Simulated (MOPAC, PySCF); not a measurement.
C₄H₇BSi, SMILES `[SiH2]1C(B)=CC=C1`, neutral singlet in the gas phase. 

Z-matrix (Å, degrees):
```
C
C 1 1.3684
H 2 1.0904 1 121.64
C 2 1.4646 3 119.49 1 180.00
C 4 1.3520 2 116.21 3 179.94
H 5 1.0834 4 121.78 2 -179.92
H 4 1.0876 5 123.80 6 0.05
B 1 1.5235 2 121.88 3 0.00
H 8 1.1978 1 121.90 2 179.43
H 8 1.2005 9 118.88 1 179.98
Si 1 1.8686 2 104.76 3 180.00
H 11 1.4877 1 114.50 2 116.97
H 11 1.4877 12 108.54 5 125.53
```
Charge 0, multiplicity 1.

All levels are single points at this geometry (r2SCAN-D4/def2-TZVP); Pople sets use spherical d functions. Orbital energies aren't observables, and empty levels follow the basis.

| level | HOMO (eV) | LUMO (eV) | gap (eV) | dipole (D) | vertical IE, Delta-SCF (eV) |
|---|---|---|---|---|---|
| r2SCAN-D4/def2-TZVP in PySCF | -6.57 | -3.36 | 3.22 | 2.30 | 9.15 |
| B3LYP/6-311+G** in PySCF | -7.12 | -2.79 | 4.34 | 2.14 | – |
| B3LYP/LANL2DZ in PySCF | -7.02 | -2.61 | 4.41 | 2.23 | – |
| PBE/6-31G* in PySCF | -6.16 | -3.21 | 2.96 | 2.39 | 9.03 |
| SVWN5/6-31G* in PySCF | -6.34 | -3.40 | 2.94 | 2.44 | 9.27 |
| HF/3-21G in PySCF | -9.15 | 1.20 | 10.35 | 2.07 | – |
| HF/6-31G* in PySCF | -8.99 | 1.35 | 10.34 | 2.05 | – |
| HF/STO-3G in PySCF | -6.99 | 4.75 | 11.75 | 1.44 | – |
| AM1 in MOPAC | -9.63 | -0.49 | 9.14 | 1.12 | – |
